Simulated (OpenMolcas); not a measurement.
# Se: thermal populations, worked from levels

| Item | Value |
| --- | --- |
| Program | OpenMolcas |
| Basis | ANO-RCC-VQZP [7s6p4d2f1g] |
| Scalar Hamiltonian | DKH3, point nucleus |
| Active space | 6 electrons in 8 orbitals (4s 4p 5s 5p) |
| State averaging | 2S+1 = 3 even, 3 roots; 2S+1 = 1 even, 6 roots |
| Spin-orbit coupling | state interaction with AMFI integrals over the reference wave functions, term energies averaged over their components |

Methods: CASSCF; SS-CASPT2, IPEA 0.25 Eh, imaginary shift 0.1 Eh (closed shells correlated: 3d). Measured levels: NIST Handbook of Basic Atomic Spectroscopic Data.

**Thermal populations.** Z = Σ (2J + 1) exp(-E/kT) with k = 0.695035 cm-1/K, over the levels below. No other level of either list lies under 48100 cm-1, which is above 7 kT at each temperature.

| Level | 2J + 1 | SS-CASPT2 | measured |
| --- | --- | --- | --- |
| 4s2 4p4 3P2 | 5 | 0.0 | 0.0 |
| 4s2 4p4 3P1 | 3 | 1789 | 1989 |
| 4s2 4p4 3P0 | 1 | 2330 | 2534 |
| 4s2 4p4 1D2 | 5 | 9850 | 9576 |
| 4s2 4p4 1S0 | 1 | 22550 | 22446 |

| T (K) | Z, SS-CASPT2 | Z, measured levels | Ground level (%), SS-CASPT2 | Ground level (%), measured levels |
| --- | --- | --- | --- | --- |
| 3000 | 6.644 | 6.503 | 75.3 | 76.9 |
| 5000 | 7.600 | 7.494 | 65.8 | 66.7 |
| 8000 | 8.700 | 8.643 | 57.5 | 57.9 |

At 8000 K, kT = 5560 cm-1, and the computed levels give Z = 5.000 + 2.175 + 0.658 + 0.850 + 0.017 = 8.700.

Term energies are means over components that CASPT2 splits; among the terms shown or strongly mixed into the levels shown the widest spread is 69 cm-1 (4s2 4p4 1D, SS-CASPT2). Active for correlation alone: 5p 5s; no level in the range computed is led by a configuration that fills them, so any true level of that kind is missing. Without dynamic correlation excited terms often stand tens of per cent too high (terms of higher spin than the ground term too low), and those without a measured partner can miss by more than the paired ones (holds for CASSCF). Measured partners are found by configuration, term and J. A level has none where our copy of the source lacks it or the pairing is in doubt (some pairs that miss far off the trend of their configuration count as doubtful), and it then counts in no deviation. Only configurations of the active space appear.
